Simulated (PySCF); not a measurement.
# The second ionisation energy along group 14

All values are computed (PySCF 2.14, energy differences of UHF-based or UKS calculations, no spin-orbit coupling). Values in eV. The last column holds reference values (NIST; (s) semi-empirical, (t) theoretical, else measured). Unmarked ones compare directly (S terms, centres of terms, or small fine structure); those marked * lie between the lowest fine-structure levels and include a spin-orbit shift.

```tsv
element	configurations	MP2 (valence)	SCS-MP2 (valence)	CCSD (valence)	CCSD(T) (valence)	M06-L	PBE	reference
C (def2-SVP, non-relativistic)	[He] 2s2 2p1 → [He] 2s2	24.355	24.309	24.133	24.153	24.915	25.002	24.378
Si (def2-SVP, non-relativistic)	[Ne] 3s2 3p1 → [Ne] 3s2	15.963	15.944	16.058	16.076	16.168	16.416	16.322
Sn (def2-SVP with the def2 core potential (28 electrons), ECP)	[Kr] 4d10 5s2 5p1 → [Kr] 4d10 5s2	13.852	13.835	13.921	13.931	13.867	14.237	14.282
Pb (def2-SVP with the def2 core potential (60 electrons), ECP)	[Xe] 4f14 5d10 6s2 6p1 → [Xe] 4f14 5d10 6s2	13.288	13.271	13.341	13.347	13.169	n/a	13.869
```

Problem. Fill in the row of Ge (def2-SVP, non-relativistic) ([Ar] 3d10 4s2 4p1 → [Ar] 3d10 4s2).

Solution. MP2 (valence) 15.405; SCS-MP2 (valence) 15.387; CCSD (valence) 15.483; CCSD(T) (valence) 15.497; PBE 15.847; reference 15.789 (eV).

"Valence" correlates the outer s and p shells and, in groups 3 to 12 and the f block, the outer d or f shell, open or full, or the next shell where the ion has no valence electron left; the wider scheme adds the next inner shell.
